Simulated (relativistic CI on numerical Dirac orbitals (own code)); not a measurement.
## How well does a small relativistic CI reproduce Lu+?

Method of calculation: Dirac-Coulomb-Breit CI, separate exchange-only KLI orbitals for each configuration, model QED (radiative potential, 1s self-energy scaled to tabulated hydrogen-like ionisation energies), valence Slater integrals scaled by 0.85, configuration energies shifted to the measured levels that pair with them (semi-empirical) (own radial code, finite nucleus).

Configuration list (outside the closed core [Xe]): 4f¹⁴6s², 4f¹⁴6s5d, 4f¹⁴6s6p, 4f¹⁴5d², 4f¹⁴5d6p, 4f¹⁴6s7s, 4f¹⁴6p², 4f¹⁴6s6d, 4f¹³6s5d², 4f¹⁴5d6d, 4f¹⁴5d5f, 4f¹⁴6s7p, 4f¹⁴6d², 4f¹⁴5d7s, 4f¹³6s²5d, 4f¹⁴6s8s, 4f¹³6s5d6p, 4f¹⁴5f², 4f¹⁴6s5f, 4f¹⁴6s7d, 4f¹⁴6p6d, 4f¹⁴6s8p, 4f¹⁴6s6f, 4f¹⁴6s5g, 4f¹⁴6s8d, 4f¹⁴5f6p, 4f¹²6s²5d², 4f¹⁴6p7s, 4f¹³6s²6p, 4f¹³6s5d6d. Levels of other configurations are missing.

| Configuration | Term (tabulated) | J | Measured (cm⁻¹) | Computed | Error | Purity (%) |
| --- | --- | --- | --- | --- | --- | --- |
| 4f¹⁴6s² | 1S | 0 | 0.0 | 0 | 0 | 94 |
| 4f¹⁴6s5d | 3D | 1 | 11796.2 | 12081 | 285 | 100 |
| 4f¹⁴6s5d | 3D | 2 | 12435.3 | 12590 | 155 | 96 |
| 4f¹⁴6s5d | 3D | 3 | 14199.1 | 13791 | -408 | 100 |
| 4f¹⁴6s5d | 1D | 2 | 17332.6 | 17178 | -155 | 85 |
| 4f¹⁴6s6p | 3P° | 0 | 27264.4 | 27278 | 14 | 97 |
| 4f¹⁴6s6p | 3P° | 1 | 28503.2 | 28490 | -13 | 93 |
| 4f¹⁴5d² | 3F | 2 | 29406.7 | 30114 | 707 | 99 |
| 4f¹⁴5d² | 3F | 3 | 30889.1 | 30960 | 71 | 100 |
| 4f¹⁴6s6p | 3P° | 2 | 32453.3 | 32090 | -364 | 97 |
| 4f¹⁴5d² | 3F | 4 | 32503.6 | 32000 | -504 | 99 |
| 4f¹⁴5d² | 3P | 0 | 35652.1 | 35966 | 314 | 95 |
| 4f¹⁴5d² | 3P † | 1 | 36557.1 | 36486 | -71 | 98 |
| 4f¹⁴6s6p | 1P° | 1 | 38223.5 | 38360 | 136 | 62 |
| 4f¹⁴5d² | 3P † | 2 | 38574.9 | 36464 | -2111 | 59 |
| 4f¹⁴5d6p | 3F° | 2 | 41225.0 | 41650 | 425 | 71 |
| 4f¹⁴5d6p | 3F° | 3 | 44918.7 | 44653 | -266 | 94 |
| 4f¹⁴5d6p | 1D° | 2 | 45458.6 | 45259 | -199 | 65 |
| 4f¹⁴5d6p | 3D° | 1 | 45532.3 | 46061 | 529 | 93 |
| 4f¹⁴5d6p | 3D° | 2 | 46904.4 | 47021 | 116 | 90 |
| 4f¹⁴5d6p | 3F° | 4 | 48536.8 | 47597 | -939 | 98 |
| 4f¹⁴5d6p | 3D° | 3 | 48733.2 | 48582 | -151 | 90 |
| 4f¹⁴5d6p | 3P° | 0 | 49963.6 | 49971 | 7 | 95 |
| 4f¹⁴5d6p | 3P° | 1 | 50049.2 | 50042 | -7 | 92 |
| 4f¹⁴5d6p | 3P° | 2 | 51201.7 | 50666 | -536 | 85 |
| 4f¹⁴5d6p | 1F° | 3 | 53079.3 | 54059 | 979 | 92 |
| 4f¹⁴5d6p | 1P° | 1 | 59122.4 | 60556 | 1433 | 61 |
| 4f¹⁴6s7s | 3S | 1 | 63774.3 | 64552 | 778 | 98 |
| 4f¹⁴6s7s | 1S | 0 | 68988.8 | 68211 | -778 | 75 |

Measured levels from NIST Handbook of Basic Atomic Spectroscopic Data (Sansonetti and Martin, J. Phys. Chem. Ref. Data 34, 1559 (2005)); pairs were made by configuration, J and term (by order where the table uses no LS term), so strongly mixed levels may be paired wrongly.

Mean error by configuration (cm⁻¹): 4f¹⁴6s5d -31; 4f¹⁴6s6p -57; 4f¹⁴5d² 147; 4f¹⁴5d6p 116; 4f¹⁴6s7s 0. Over the excited levels the mean absolute error is 395 cm⁻¹ (28 of the 29 excited levels that our extract of the source holds in range could be paired, and the others can miss by more), and the median relative error of those above 1,000 cm⁻¹ is 1 %, both after the shifts were fitted to these levels, so that a configuration with one level shows no error. † marks terms whose computed intervals miss the measured ones by more than a factor of 2.5, or configurations far off the rest, from wrong mixing, a near crossing or a doubtful label or measurement; they are left out of the means.

Transition probabilities of persistent lines. The last column rescales the computed rate by the cube of measured over computed energy:

```
λ measured (Å)         Lower          Upper  A tabulated (s⁻¹)  A computed  A rescaled
   2195.54 air   4f¹⁴6s² ¹S0  4f¹⁴5d6p ³D°1           7.14e+07    2.88e+07    2.78e+07
   2615.42 air   4f¹⁴6s² ¹S0  4f¹⁴6s6p ¹P°1           4.53e+08    5.43e+08    5.37e+08
   2754.17 air  4f¹⁴6s5d ³D2  4f¹⁴5d6p ³D°3           9.20e+07    1.01e+08    1.04e+08
   2894.84 air  4f¹⁴6s5d ³D3  4f¹⁴5d6p ³D°3           1.66e+08    2.29e+08    2.24e+08
   2911.39 air  4f¹⁴6s5d ³D3  4f¹⁴5d6p ³F°4           2.42e+08    2.90e+08    3.04e+08
   3077.60 air  4f¹⁴6s5d ³D2  4f¹⁴5d6p ³F°3           1.24e+08    1.72e+08    1.79e+08
   3254.31 air  4f¹⁴6s5d ³D3  4f¹⁴5d6p ³F°3           6.00e+07    6.04e+07    5.96e+07
   3507.39 air   4f¹⁴6s² ¹S0  4f¹⁴6s6p ³P°1           1.25e+07    9.03e+06    9.05e+06
   6221.87 air  4f¹⁴6s5d ³D2  4f¹⁴6s6p ³P°1           9.90e+06    1.26e+07    1.30e+07
```

Configurations whose levels could be paired with our table of measured levels were shifted onto them, all but the ground configuration, by the median error of their levels; single terms can still be off by 1,000 to 2,000 cm⁻¹ or more, and rates follow the energies as ν³ (E1, M1) or ν⁵ (E2). The others borrow a shift and can be off by several thousand cm⁻¹ or more. The fine structure of a lone outer electron comes out too small, for d and f at times inverted, and misplaced configurations move strength between like terms. 28 of the 29 excited levels that our extract of the measured tables holds in this range could be paired (the sources list more); they are missed by 445 cm⁻¹ on average and 2111 at most, after the shifts were fitted to these levels, and levels without a partner can miss by more.

Shifts applied (cm⁻¹): 4f¹⁴6s² 0; 4f¹⁴6s5d -3175; 4f¹⁴6s6p -857; 4f¹⁴5d² -1798; 4f¹⁴5d6p -455; 4f¹⁴6s7s -1964.
